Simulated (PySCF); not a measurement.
C₆H₁₀O₂.
Atom-mapped SMILES: `[CH3:1][C:2](=[O:3])[O:4][C@@H:5]1[CH2:6][C@@H:7]1[CH3:8]` (hydrogens: H9, H10, H11 on C1; H12 on C5; H13, H14 on C6; H15 on C7; H16, H17, H18 on C8)

A GFN2-xTB structure was refined with PBE0-D3(BJ)/def2-SVP geometry optimisation, gas phase (PySCF 2.14.0). Its GFN2-xTB values:

| coordinate | GFN2-xTB |
| --- | --- |
| C1–C2 | 1.507 Å |
| C1–H9 | 1.088 Å |
| C2=O3 | 1.203 Å |
| C2–O4 | 1.336 Å |
| O4–C5 | 1.411 Å |
| C5–C6 | 1.496 Å |
| C5–C7 | 1.503 Å |
| C5–H12 | 1.084 Å |
| C6–C7 | 1.504 Å |
| C6–H13 | 1.079 Å |
| C6–H14 | 1.079 Å |
| C7–C8 | 1.507 Å |
| C7–H15 | 1.083 Å |
| C8–H16 | 1.089 Å |
| C1–C2–O4 | 110.8° |
| C2–O4–C5 | 117.8° |
| O3–C2–O4 | 124.3° |
| O4–C5–C6 | 116.7° |
| C5–C7–C6 | 59.7° |
| C5–C7–C8 | 120.1° |
| C6–C5–C7 | 60.2° |
| C6–C7–C8 | 119.7° |
| C1–C2–O4–C5 | 180° |
| C2–O4–C5–C6 | -161° |
| O4–C5–C7–C6 | 106° |

**Question.** How do these coordinates change at the PBE0-D3(BJ)/def2-SVP level?

**Answer.** 
```
 coordinate  PBE0-D3(BJ)/def2-SVP (Å or °)  change
     C6–H13                          1.094  +0.015
     C6–H14                          1.093  +0.014
     C8–H16                          1.101  +0.012
      C1–H9                          1.100  +0.012
     C7–H15                          1.095  +0.012
      C2–O4                          1.346  +0.010
     C5–H12                          1.093  +0.009
      C5–C6                          1.488  -0.008
      O4–C5                          1.405  -0.006
      C1–C2                          1.501  -0.006
      C6–C7                          1.509  +0.005
      C5–C7                          1.498  -0.005
      C7–C8                          1.504  -0.003
      C2=O3                          1.201  -0.002
   C2–O4–C5                          115.8    -2.0
   O4–C5–C6                          115.4    -1.3
   C6–C7–C8                          121.0    +1.3
   O3–C2–O4                          123.4    -0.9
   C1–C2–O4                          111.5    +0.7
   C6–C5–C7                           60.7    +0.5
   C5–C7–C8                          120.6    +0.5
   C5–C7–C6                           59.4    -0.3
C2–O4–C5–C6                            159     -40
C1–C2–O4–C5                           -178      +2
O4–C5–C7–C6                            105      -1
```

The energy falls by 5.8 kJ/mol over 10 energy and gradient evaluations, the largest force component goes from 0.0115 to 3.2e-04 Eh/bohr, and the atoms move by 0.389 Å rms after alignment. Among the bonds, C6–H13 and C6–H14 change most and about equally (+0.014 to +0.015 Å). Bonds longer at the end by more than 0.005 Å: 12 of 18; shorter: 4. Among the dihedrals that turn most is C2–O4–C5–C7, from 130° to 90°. Rotational constants go from 4003, 1222, 1120 to 3760, 1365, 1290 MHz.

The run used 162 basis functions and 72 SCF cycles in all. Cost: about 5 min of CPU time on one thread; the machine was shared, so the figure is rough.

Stationary, but not proved a minimum. The numbers are those of one conformer.
